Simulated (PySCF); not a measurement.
Sc(OH)3 (H₃O₃Sc), SMILES [OH][Sc]([OH])[OH].

The structure is a stationary point at B3LYP-D3(BJ)/def2-SVP. The values are those of a single conformer.

Calculation: PBE/def2-TZVPD (PySCF).

Gas-phase values at a fixed geometry.

Computed frontier levels, gap, dipole moment and polarisability:
| Property | Result |
|---|---|
| highest occupied level | -6.75 eV |
| lowest empty level | -2.32 eV |
| orbital gap | 4.42 eV |
| dipole moment | 0.00 D |
| quadrupole, principal values (traceless, Buckingham form, about the centre of nuclear charge) | -0.37, -0.37, 0.74 D·Å |
| mean static polarisability | 50.8 bohr³ (7.52 Å³) |
| polarisability, principal values | 37.8, 57.3, 57.3 bohr³ |
